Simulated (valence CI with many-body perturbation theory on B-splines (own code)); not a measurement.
# Sm XXX in brief

Method: relativistic CI+MBPT: five valence electrons over a frozen Dirac-Fock core [Ar] 3d10, radial functions for each j: 11 s, 11 p, 10 d, 8 f, 5 g, 2 h, with the one-electron correlation potential Σ1, the two-electron term Σ2, the three-electron term Σ3, Breit, model QED; selected CI, second order for the rest, scaled by the run's own slope (own B-spline code, finite nucleus).

The last digits are not significant, and no measured levels were compared; by estimate large intervals hold to a few tenths of a per cent, small ones and those within an open d or f shell to about a per cent. Among the levels kept, up to 2200 cm⁻¹ of a level comes from second order outside the variational space, and about a tenth of that is noise between levels of different J, which matters for small intervals.

Levels are named by their leading jj configuration (3d3/2^4 stands for four electrons in 3d with j = 3/2), which in mixed levels can hold well under half, so a name can repeat and another be missing.

Rates and lifetimes use the calculated energies. Strong lines usually hold to 10 to 20 %, long lifetimes can be off by a factor of two.

Q: What is the ground level?

A: (4s^2 4p1/2^2 4p3/2) J=3/2, composition 43 % 4s2 4p3 2P° + 32 % 4s2 4p3 4S° + 24 % 4s2 4p3 2D°, g = 1.412.

Q: Name the longest-lived excited levels whose lifetime is computed, and their main decay.

A: (4s^2 4p1/2 4p3/2^2) J=5/2 at 35.87 eV lives 14.4 μs, mostly by M1 to (4s^2 4p1/2^2 4p3/2) J=3/2; (4s^2 4p1/2 4p3/2^2) J=1/2 at 41.08 eV lives 3.45 μs, mostly by M1 to (4s^2 4p1/2^2 4p3/2) J=3/2; (4s^2 4p1/2 4p3/2^2) J=3/2 at 31.75 eV lives 2.88 μs, mostly by M1 to (4s^2 4p1/2^2 4p3/2) J=3/2. The lifetime of (4s^2 4p1/2 4p3/2 4d5/2) J=9/2 is too uncertain to give, and may be longer.

Q: Where does the other parity begin?

A: At (4s 4p1/2^2 4p3/2^2) J=5/2, 99.10 eV.

Q: What is the ionisation energy?

A: 1103.9 eV; NIST lists 1103 ± 4 eV (theoretical).

Q: How well does LS coupling describe the low levels?

A: Among the lowest 20 levels the leading LS term, summed over configurations, holds 53 % on average. For single configurations the figures are 49 % in LS and 80 % in jj coupling. Terms mix most in the J = 5/2 level at 124.78 eV, where the leading one holds 28 %.

Q: Among levels below 323.74 eV, which E1 lines absorb most strongly from the ground level?

A: to (4s^2 4p1/2 4p3/2 4d5/2) J=5/2 at 7.910 nm, f = 0.453; to (4s^2 4p1/2 4p3/2 4d3/2) J=3/2 at 7.859 nm, f = 0.391; to (4s^2 4p1/2 4p3/2 4d5/2) J=5/2 at 7.674 nm, f = 0.381.
